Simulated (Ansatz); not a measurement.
Relaxation of CH11AlSi3 (16 atoms, charge 0, multiplicity 1), to a largest force component of 0.015 eV/Å in at most 40 steps.

Level of theory: RKS B3LYP-D4/def2-SVP (Ansatz).

```xyz
16
Properties=species:S:1:pos:R:3:forces:R:3
C 0.192 1.155 -1.722 -0.92 1.54 0.48
Al 0.754 0.031 -0.244 -0.07 0.79 -0.93
Si 3.009 -0.505 -0.046 0.84 0.14 1.12
Si -0.726 -0.797 1.309 -0.03 -0.34 0.74
Si -0.612 -3.089 1.260 -0.76 0.06 0.15
H 0.398 0.739 -2.704 0.25 -0.14 -0.55
H 0.675 2.187 -1.658 -0.26 -1.01 -0.15
H -0.916 1.357 -1.674 0.67 -0.17 -0.10
H 3.542 -0.010 1.308 -0.12 -0.24 -0.51
H 3.799 0.139 -1.095 0.48 0.18 -0.45
H 3.197 -1.965 -0.093 0.21 -0.45 -0.02
H -0.369 -0.384 2.677 0.04 0.17 0.47
H -2.102 -0.477 1.030 -1.11 0.34 -0.09
H 0.721 -3.546 1.553 0.98 -0.40 0.21
H -1.004 -3.535 -0.077 -0.08 -0.25 -0.59
H -1.579 -3.666 2.216 -0.13 -0.21 0.24
```

Where does it end, and by what steps?

The forces met the threshold. After 4 steps the energy has fallen by 0.429 eV; H8 moved furthest, 0.23 Å.

| step | energy less start (eV) | largest force component (eV/Å) | accepted |
| --- | --- | --- | --- |
| 0 | 0.0000 | 1.541 | yes |
| 1 | -0.3984 | 0.514 | yes |
| 2 | -0.4138 | 0.264 | yes |
| 3 | -0.4284 | 0.038 | yes |
| 4 | -0.4289 | 0.013 | yes |

```xyz
16
Properties=species:S:1:pos:R:3
C 0.138 1.252 -1.801
Al 0.740 0.122 -0.311
Si 3.116 -0.481 -0.049
Si -0.791 -0.812 1.371
Si -0.698 -3.167 1.299
H 0.547 0.894 -2.762
H 0.523 2.280 -1.667
H -0.958 1.318 -1.893
H 3.638 -0.015 1.277
H 4.008 0.093 -1.105
H 3.291 -1.970 -0.079
H -0.369 -0.412 2.753
H -2.219 -0.391 1.201
H 0.696 -3.619 1.590
H -1.060 -3.653 -0.068
H -1.624 -3.805 2.282
```

The run took 29 s on 2 threads of Arm Neoverse V2 (shared host), peak memory 0.37 GiB.
